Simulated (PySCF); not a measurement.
Molecule: `COCOC(=O)/C=C/F`, C₅H₇FO₃.

Cartesian coordinates in Å; atom numbers follow the order of the lines, from 1:
```xyz
16

C    -2.8906   -0.4731   -0.3592
O    -2.3565    0.7709    0.0607
C    -1.1527    0.6757    0.7034
O    -0.1301    0.2768   -0.2188
C     1.1187    0.2641    0.2575
O     1.4037    0.5435    1.3949
C     2.0754   -0.1374   -0.7896
C     3.3686   -0.2274   -0.5107
F     4.2692   -0.5793   -1.4216
H    -2.2513   -0.9410   -1.1119
H    -3.0038   -1.1522    0.4930
H    -3.8649   -0.2540   -0.7890
H    -1.1660   -0.0563    1.5310
H    -0.9082    1.6672    1.1013
H     1.6784   -0.3412   -1.7709
H     3.8026   -0.0278    0.4598
```

Frames of a GFN2-xTB Langevin trajectory at 600 K; GIAO PBE0/pcSseg-1 shieldings in PySCF 2.14.0 with density-fitted response routines, gas phase, non-relativistic; equivalent atoms averaged within each frame.

References, each an isolated molecule treated in the same way: TMS for 13C (186.93 ppm) and 1H (31.72 ppm); 17O (336.08 ppm) vs H2O; 19F (170.95 ppm) vs CFCl3. The references are static minima.

How do the shifts (ppm) fluctuate along the trajectory?

Results:


| time (fs) | C8 | C5 | C7 | C3 | C1 | O6 | O4 | O2 | F9 | H16 |
| --- | --- | --- | --- | --- | --- | --- | --- | --- | --- | --- |
| optimised geometry | 176.7 | 170.6 | 111.5 | 97.9 | 59.6 | 406.6 | 236.8 | 43.7 | -103.3 | 7.94 |
| 250 | 174.1 | 165.4 | 121.9 | 89.5 | 57.8 | 369.0 | 230.2 | 54.6 | -108.3 | 7.72 |
| 425 | 183.5 | 174.4 | 119.0 | 106.6 | 76.1 | 387.6 | 254.7 | 76.1 | -87.3 | 7.21 |
| 625 | 177.1 | 181.8 | 114.9 | 99.2 | 72.1 | 427.3 | 261.7 | 59.8 | -89.7 | 8.10 |
| 800 | 174.7 | 162.2 | 117.2 | 94.0 | 42.3 | 401.6 | 190.1 | 58.1 | -109.7 | 7.59 |
| 1000 | 183.0 | 180.9 | 120.8 | 107.6 | 61.3 | 409.3 | 259.6 | 71.6 | -98.8 | 8.97 |
| mean of frames | 178.5 | 172.9 | 118.8 | 99.4 | 61.9 | 399.0 | 239.3 | 64.1 | -98.7 | 7.92 |
| standard deviation | 4.5 | 8.9 | 2.8 | 7.9 | 13.3 | 22.0 | 30.2 | 9.3 | 10.3 | 0.67 |

5 frames give an uncertainty of the mean of about the standard deviation over 2.2 at best, since frames this close in time may not be independent; classical motion lacks zero-point vibration, and the reference would need the same averaging.
